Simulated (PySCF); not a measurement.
C5F8. Atoms are numbered in the order given.

```xyz
13

F      0.1046    -2.2601    -1.4648
C      0.0368    -1.2154    -0.6691
C      0.0368    -1.2154     0.6691
F      0.1046    -2.2601     1.4648
C     -0.1020     0.1690     1.2355
F      0.7615     0.4005     2.2407
F     -1.3505     0.3986     1.7022
C      0.1884     1.0767     0.0000
F      1.4887     1.4154     0.0000
F     -0.5587     2.1842     0.0000
C     -0.1020     0.1690    -1.2355
F      0.7615     0.4005    -2.2407
F     -1.3505     0.3986    -1.7022
```
Charge 0, spin multiplicity 1.

Coordinates come from a B3LYP-D3(BJ)/def2-SVP optimisation. The values are those of a single conformer.

All values below come from PySCF with ωB97X/def2-SVP.

ESP charges are fitted to the potential on shells at 1.4 to 2.0 van der Waals radii. Atomic charges (e):

```
atom  meta-Löwdin  Löwdin  Mulliken  ESP fit
----  -----------  ------  --------  -------
F1          -0.21   -0.01     -0.14    -0.06
C2           0.22    0.02      0.14     0.05
C3           0.22    0.02      0.14     0.05
F4          -0.21   -0.01     -0.14    -0.06
C5           0.51    0.10      0.35     0.35
F6          -0.26       ?     -0.17    -0.16
F7          -0.27       ?     -0.17    -0.18
C8           0.51       ?      0.28     0.30
F9          -0.26       ?     -0.16    -0.18
F10         -0.25       ?     -0.15    -0.14
C11          0.51    0.10      0.35     0.35
F12         -0.26       ?     -0.17    -0.16
F13         -0.27       ?     -0.17    -0.18
```

Problem. Fill in the missing entries. (Estimate from the structure and the level; the computed values follow.)

Solution. 
- F6, Löwdin: -0.05
- F7, Löwdin: -0.06
- C8, Löwdin: 0.09
- F9, Löwdin: -0.05
- F10, Löwdin: -0.04
- F12, Löwdin: -0.05
- F13, Löwdin: -0.06

Computed Mayer and Wiberg (Löwdin basis) orders of the bonds:
```
bond     Mayer  Wiberg
-------  -----  ------
F1–C2     1.17    1.35
C2–C3     1.62    1.74
C3–F4     1.17    1.35
C3–C5     0.91    1.01
C5–F6     1.13    1.30
C5–F7     1.11    1.28
C5–C8     0.88    0.94
C8–F9     1.14    1.30
C8–F10    1.15    1.33
C2–C11    0.91    1.01
C8–C11    0.88    0.94
C11–F12   1.13    1.30
C11–F13   1.11    1.28
```
